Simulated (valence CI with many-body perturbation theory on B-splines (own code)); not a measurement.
Ta II in brief

Method: relativistic CI+MBPT: four valence electrons over a frozen Dirac-Fock core [Xe] 4f14, a basis of 7 s, 7 p, 8 d, 6 f, 4 g, 1 h functions for each j, with the one-electron correlation potential Σ1, the two-electron term Σ2, the three-electron term Σ3, Breit, model QED; selected CI, second order for the rest, scaled by the run's own slope (own B-spline code, finite nucleus).

Against 12 measured levels this calculation errs by 291 cm⁻¹ on average and by 730 at most. These come from a selection out of the NIST Handbook of Basic Atomic Spectroscopic Data. Levels without a partner in it may be off by more, other configurations by 1,000 to 4,000 cm⁻¹. Among the levels kept, up to 280 cm⁻¹ of a level comes from second order outside the variational space, and about a tenth of that is noise between levels of different J, which matters for small intervals. Only levels of the ground parity were solved; by the run's estimate the other parity begins above the list, which can be wrong where configurations are misplaced.

Names give the largest LS component (configuration and term), which can be under half, so a name can repeat, a term be missing and a line seem to break the LS rules; names also repeat where a configuration has a term twice.

Rates and lifetimes use the calculated energies. Strong lines usually hold to 10 to 20 %, long lifetimes can be off by a factor of two.

(1) What is the ground level?

(2) How is the term ⁵F of the ground level split?

(3) How well does LS coupling describe the low levels?

(4) What are the static dipole polarisabilities of the lowest levels?

(5) What is the ionisation energy?

## Answers

(1) 5d³6s ⁵F_1, composition 92 % 5d³6s ⁵F + 5 % 5d³6s ³D, g = 0.030.

(2) J = 1 at 0.0, J = 2 at 1017, J = 3 at 2581, J = 4 at 4339, J = 5 at 6119 cm⁻¹.

(3) Among the lowest 20 levels the leading LS term, summed over configurations, holds 80 % on average. For single configurations the figures are 68 % in LS and 54 % in jj coupling. Terms mix most in the J = 4 level at 12937 cm⁻¹, where the leading one holds 49 %.

(4) 5d³6s ⁵F_1 46.6 (tensor 0.34); 5d³6s ⁵F_2 46.5 (tensor 0.38); 5d³6s ⁵F_3 46.2 (tensor 0.46); 5d²6s² ³F_2 48.2 (tensor 0.43) bohr³, of which the core gives 2.52.

(5) 14.886 eV; NIST lists 16.2 ± 0.5 eV (semi-empirical).
